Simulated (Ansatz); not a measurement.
A geometry relaxed with PBE0-D3(BJ)/def2-TZVP (Ansatz, a quantum-chemistry and plane-wave program), charge 0, multiplicity 1:

```xyz
9

C     -1.3929    -0.2929     0.1675
H     -2.1099     0.1474    -0.5297
H      2.6453     0.4252    -0.3465
H      0.1744     2.0349     0.4105
Si     0.2411     0.5905     0.0871
C      1.7208    -0.1396    -0.3153
H      1.8075    -1.1928    -0.5574
H     -1.8234    -0.2264     1.1697
H     -1.2629    -1.3463    -0.0859
```

Question: Write the SMILES of this molecule.

Answer: `C=[SiH]C`
